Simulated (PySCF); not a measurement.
**Working out the electron affinity of Tl**

Tl- [Xe] 4f14 5d10 6s2 6p2 (3P) → Tl [Xe] 4f14 5d10 6s2 6p1 (2P). All numbers are calculated (PySCF 2.14, a scalar-relativistic core potential, in aug-cc-pwCVDZ-PP with ECP60MDF). Frozen: 5s2 5p6 5d10. Energies in hartree (1 hartree = 27.21139 eV):

```
            part  Tl- (lower)   Tl (upper)
             UHF  -171.512561  -171.512656
CCSD correlation    -0.043198    -0.033868
             (T)    -0.001052    -0.000372
```

Problem. What does Hartree-Fock give?

Solution. (-171.512656) − (-171.512561) = -0.000095 hartree = -0.003 eV.

Problem. What do CCSD and CCSD(T) give?

Solution. The CCSD correlation energies differ by 0.009330 hartree = 0.254 eV and the triples by 0.000680 hartree = 0.019 eV, so CCSD gives 0.251 eV and CCSD(T) 0.270 eV.

Reference: 0.320 eV (measured; photodetachment measurements, as compiled on the Wikipedia data page of electron affinities), between the lowest levels; spin-orbit coupling is absent from the calculation.

A double-zeta basis recovers only part of the correlation energy.

What remains against the reference includes basis incompleteness, the frozen core and higher excitations.
